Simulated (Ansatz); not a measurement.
BiCl₃, relaxed as a singlet with RKS r2SCAN-D4/def2-SVP in Ansatz, starting from the GFN2-xTB geometry. Force threshold 0.02 eV/Å.

In the def2 sets Bi takes a core potential; there is no spin–orbit coupling.

Start:

Cartesian coordinates in Å:
```
Bi 0.305 -0.504 -0.796
Cl 1.572 1.411 0.121
Cl -0.009 -1.580 1.407
Cl -1.868 0.673 -0.731
```

Problem. Estimate the energy that the relaxation releases and the steps that it takes.

Solution. 0.05 eV, in 5 steps; 10 s on 4 threads of Arm Neoverse V2 on a shared host. No frequencies were taken in this run, so the end may be a saddle point.

Problem. Does the start keep its bonding and symmetry?

Solution. By distances, no bond broke or formed. The bond that changes most is Bi1–Cl4, from 2.47 to 2.47 Å (atoms count from 1). Point group C3v at the start, C3v at the end, both within 0.05 Å.

Problem. Predict the relaxed structure.

Solution. 
```tsv
atom	x (Å)	y (Å)	z (Å)
Bi1	0.273	-0.450	-0.712
Cl2	1.645	1.440	0.087
Cl3	0.006	-1.663	1.422
Cl4	-1.923	0.674	-0.797
```
Bond lengths: 3 × Bi–Cl 2.47 Å.
